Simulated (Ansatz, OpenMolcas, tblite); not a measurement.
# The dipole moment down a group: F to Br

One atom is swapped for its congeners: GaF; GaCl; GaBr. All are singlets with charge 0.

Shapes, held fixed at every level: PBE0-D4/def2-TZVP. Programs: Ansatz 0.2.0, OpenMolcas 26.06, tblite 0.8.0. Values in D.

Q: How should the dipole moment change along the series?

A: At wB97M-V/def2-TZVPP the dipole moment rises at every step, from 2.25 to 2.64 D. 5 of 6 levels show this order throughout; 5 agree on the largest and the smallest. Relativity is left out for Br, Ga unless named. GFN1-xTB strays far from the other rows.

```json
{"level": "GFN1-xTB", "GaF": "3.72", "GaCl": "4.76", "GaBr": "4.63"}
{"level": "PBE-D4/def2-TZVPP", "GaF": "2.08", "GaCl": "2.21", "GaBr": "2.33"}
{"level": "r2SCAN-D4/def2-TZVPP", "GaF": "2.07", "GaCl": "2.21", "GaBr": "2.34"}
{"level": "B3LYP/6-31G* (spherical functions)", "GaF": "1.83", "GaCl": "2.35", "GaBr": "2.42"}
{"level": "B3LYP-D4/def2-TZVPP", "GaF": "2.29", "GaCl": "2.40", "GaBr": "2.55"}
{"level": "wB97M-V/def2-TZVPP", "GaF": "2.25", "GaCl": "2.43", "GaBr": "2.64"}
```
